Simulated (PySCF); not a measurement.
## How good is the calculation?

Structure with atom numbers: `[N:1]#[C:2][c:3]1[cH:4][cH:5][n:6][cH:7][cH:8]1` (H(Xn): hydrogen on atom n).

Published estimates (parent shift plus substituent increments) and measurements: δ 13C C5/C7 151.9; C4/C8 125.8; C3 120.0; δ 1H H(C5)/H(C7) 8.83; H(C4)/H(C8) 7.57 ppm (estimated from measurements, as parent shift plus tabulated substituent increment; solution, not stated per compound (mostly CDCl3 or CCl4); Pretsch, Buehlmann, Badertscher, Structure Determination of Organic Compounds, 4th ed. (2009)).

[PySCF 2.14: NMR shieldings at PBE0/pcSseg-1/GIAO; PBE0-D3(BJ)/def2-SVP structure; a single conformation; no solvent model; rapidly exchanging positions averaged; non-relativistic Hamiltonian]

Problem. Set the calculated values beside the experiment.

Solution. 
Reference values: estimated from measurements, as parent shift plus tabulated substituent increment (solution, not stated per compound (mostly CDCl3 or CCl4); Pretsch, Buehlmann, Badertscher, Structure Determination of Organic Compounds, 4th ed. (2009)).
```csv
atoms,quantity,reference,computed,"computed, scaled"
C5/C7,δ 13C,151.9,156.6,150.7
C4/C8,δ 13C,125.8,131.3,126.3
C3,δ 13C,120.0,125.3,120.5
H(C5)/H(C7),δ 1H,8.83,8.98,8.73
H(C4)/H(C8),δ 1H,7.57,7.42,7.25
```

Computed shifts are σ(ref) − σ with the named reference compound (TMS for H and C) calculated as an isolated molecule at the same level. The measured values may be among those fitted. Expected solution values come from regression of measured δ (H and C: mostly CDCl3, vs TMS) on computed σ: 13C (scatter 1.9 ppm rms, 2.3 ppm with the 23 outliers that the fit left out); 1H (scatter 0.21 ppm rms, 0.22 ppm with the 3 outliers that the fit left out). Occasional misses reach two or three times the rms, and more in compound classes unlike the fitted ones.

Problem. How far are the unscaled 13C shifts from the references?

Solution. Mean signed difference +5.17 ppm, mean absolute 5.17 ppm over 3 comparisons; the largest is +5.5 ppm at C4/C8 (aromatic CH).

Problem. How far are the unscaled 1H shifts from the references?

Solution. Mean signed difference +0.00 ppm, mean absolute 0.15 ppm over 2 comparisons; the largest is +0.15 ppm at H(C5)/H(C7) (hydrogen on an aromatic CH next to a ring nitrogen).

5 of the 10 published NMR values on file for this molecule are compared.
